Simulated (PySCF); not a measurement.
An equivalent PySCF input for N (nitrogen, neutral), [He] 2s2 2p3, high-spin 4S determinant, with the spin-free X2C one-electron Hamiltonian (Gaussian nucleus):

```python
from pyscf import gto, scf, dft, mp, cc
import basis_set_exchange as bse
mol = gto.M(atom="N 0 0 0", charge=0, spin=3, symmetry="D2h",
            basis=gto.basis.parse(bse.get_basis("ANO-RCC-VTZP", elements=["N"], fmt="nwchem")),
            nucmod="G")
mf = dft.UKS(mol, xc="PBEsol").sfx2c1e()
mf.irrep_nelec = {'Ag': (2, 2), 'B1u': (1, 0), 'B2u': (1, 0), 'B3u': (1, 0)}
mf.kernel()
```

It reaches the same state as the run whose output follows, with an energy that differs only through the grid. The run itself started from symmetry-adapted Hartree-Fock orbitals and held the occupation by maximum overlap, on a logarithmic radial grid, so the iterations belong to that start.

```
SCF conv_tol = 1e-09
number electrons alpha = 5  beta = 2
XC functionals = PBEsol
    J. P. Perdew, A. Ruzsinszky, G. I. Csonka, O. A. Vydrov, G. E. Scuseria, L. A. Constantin, X. Zhou, and K. Burke.,  Phys. Rev. Lett. 100, 136406 (2008)
    J. P. Perdew, A. Ruzsinszky, G. I. Csonka, O. A. Vydrov, G. E. Scuseria, L. A. Constantin, X. Zhou, and K. Burke.,  Phys. Rev. Lett. 100, 136406 (2008)
cycle= 1 E= -54.3552407953578  delta_E= -0.00464  |g|= 0.015  |ddm|= 0.0798
cycle= 2 E= -54.3552746781728  delta_E= -3.39e-05  |g|= 0.0125  |ddm|= 0.0213
cycle= 3 E= -54.3553478681696  delta_E= -7.32e-05  |g|= 0.000307  |ddm|= 0.01
cycle= 4 E= -54.3553479242771  delta_E= -5.61e-08  |g|= 1.62e-05  |ddm|= 0.000306
cycle= 5 E= -54.3553479244081  delta_E= -1.31e-10  |g|= 1.47e-06  |ddm|= 1.45e-05
converged SCF energy = -54.3553479244081  <S^2> = 3.7524792  2S+1 = 4.0012394
```
